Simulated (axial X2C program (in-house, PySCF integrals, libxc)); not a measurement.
**Spin–orbit effects down a group: molecules with Br, MP2**

Calculated with an axial X2C code built on PySCF integrals, spin-free (one-electron X2C) or two-component (2c: spin–orbit coupling with atomic mean-field Coulomb and Gaunt terms, which also bring small scalar terms), in Dyall basis sets with cores contracted in-house; open shells are unrestricted.

Basis sets: Be dyall-cv3z, Br dyall-cv3z, Ca dyall-cv3z, Mg dyall-cv3z, Sr dyall-cv3z. Frozen shells (counts by l): BeBr Br 3s2p1d, Be 1s, 9 electrons correlated; MgBr Br 3s2p1d, Mg 2s1p, 9 electrons correlated; CaBr Br 3s2p1d, Ca 3s2p, 9 electrons correlated; SrBr Sr 4s3p1d, Br 3s2p1d, 9 electrons correlated. Where the outer core of a metal is frozen, bonds come out longer and ionisation energies lower.

```csv
molecule,spin-free state,Re (Å),ωe (cm⁻¹),De (eV),2c state,Re 2c (Å),ωe 2c (cm⁻¹),De 2c (eV)
BeBr,"M_S = 1/2, Λ = 0",1.960,723.5,3.60,Ω = 1/2,1.960,722.7,3.45
MgBr,"M_S = 1/2, Λ = 0",2.365,374.4,3.01,Ω = 1/2,2.366,374.0,2.86
CaBr,"M_S = 1/2, Λ = 0",2.658,274.7,3.82,Ω = 1/2,2.659,274.5,3.68
SrBr,"M_S = 1/2, Λ = 0",2.804,206.9,3.91,Ω = 1/2,2.804,206.7,3.77
```

Each entry is the lowest single determinant of a limited PBE0 search at one distance. De goes to single-determinant-based atoms at the same level (for ions the charge split of lowest energy) and is withheld (n/a) where an atom does not fit its ground term or J level. Main or longest-lived isotopes.
